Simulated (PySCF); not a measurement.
**Question.** What does the GFN2-xTB structure of InChI=1S/C6H9NS/c1-4(8)6-2-5(6)3-7/h4-6,8H,2H2,1H3/t4-,5+,6+/m1/s1 look like in three dimensions?

**Answer.** 
```xyz
17
C6H9NS angstrom
C     -1.9451   -0.3559    0.7889
C     -0.9815   -0.0716   -0.3522
S     -1.6681    1.2116   -1.4828
C      0.3737    0.3612    0.1372
C      1.5831    0.2074   -0.7224
C      1.4060   -0.6979    0.4727
C      2.2180   -0.4940    1.6182
N      2.8598   -0.3105    2.5484
H     -2.0729    0.5280    1.4115
H     -1.5588   -1.1612    1.4115
H     -2.9164   -0.6502    0.3997
H     -0.8889   -0.9485   -0.9984
H     -1.7254    2.1807   -0.5716
H      0.3457    1.2232    0.7959
H      2.3511    0.9644   -0.6746
H      1.4635   -0.2389   -1.6982
H      1.1493   -1.7355    0.2929
```

Orientation and origin are arbitrary. Atoms count from 1 in this order. The C–C distances run from 1.419 Å (C6–C7, drawn single) to 1.520 Å (C1–C2, drawn single), a spread of 0.101 Å. The 3-membered ring C4–C5–C6 has internal angles of 59.1° to 60.7°.

Bonds between heavy atoms (Å): C1–C2 1.520, C2–S3 1.843, C2–C4 1.504, C4–C5 1.492, C5–C6 1.510, C6–C7 1.419, C7≡N8 1.145, C4–C6 1.517.

Structure optimised with GFN2-xTB, isolated species.

Point group: C1 (no symmetry element, even within 0.4 Å). No GFN2-xTB frequencies stand behind this structure, so it isn't proved a minimum. One conformer, not necessarily the lowest (C1–C2–S3–H 62°, C1–C2–C4–C5 157°).

All values are computed, not measured.
